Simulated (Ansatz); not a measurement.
Start from `C[NH][Al]([Cl])[Cl]` and change one atom or group to get `[SH][Al]([Cl])[Cl]`.

Ansatz, PBE0-D4/def2-TZVP geometries, multiplicity 1. Each molecule was computed in one conformer, which needn't be the lowest.

```csv
property,`C[NH][Al]([Cl])[Cl]`
LUMO energy (PBE0/def2-TZVPP) / eV,-0.53
HOMO energy (PBE0/def2-TZVPP) / eV,-7.28
"ideal-gas entropy at 298 K and 1 bar (rigid rotor, harmonic PBE0-D4/def2-TZVP) / J/(mol·K)",363
HOMO–LUMO gap (B3LYP/def2-TZVPP) / eV,6.25
HOMO energy (ωB97M-V/def2-TZVPP) / eV,-9.61
HOMO energy (PBE/def2-TZVPP) / eV,-5.94
```

What does the change do to each property? (Best estimate.)

Ansatz gave: 
```tsv
property	`[SH][Al]([Cl])[Cl]`	shift
LUMO energy (PBE0/def2-TZVPP) / eV	-1.01	-0.48
HOMO energy (PBE0/def2-TZVPP) / eV	-8.26	-0.98
ideal-gas entropy at 298 K and 1 bar (rigid rotor, harmonic PBE0-D4/def2-TZVP) / J/(mol·K)	339	-24
HOMO–LUMO gap (B3LYP/def2-TZVPP) / eV	6.72	0.47
HOMO energy (ωB97M-V/def2-TZVPP) / eV	-10.44	-0.83
HOMO energy (PBE/def2-TZVPP) / eV	-7.03	-1.09
```

With PBE0 the HOMO falls by 0.98 eV and the LUMO falls by 0.48 eV, so the gap widens by about 0.50 eV. PBE moves the HOMO by -1.09 eV and ωB97M-V by -0.83 eV. The zero-point energy changes by -118.2 kJ/mol with -12 modes.

B3LYP here is the variant with VWN-RPA as its local correlation; programs differ in this.
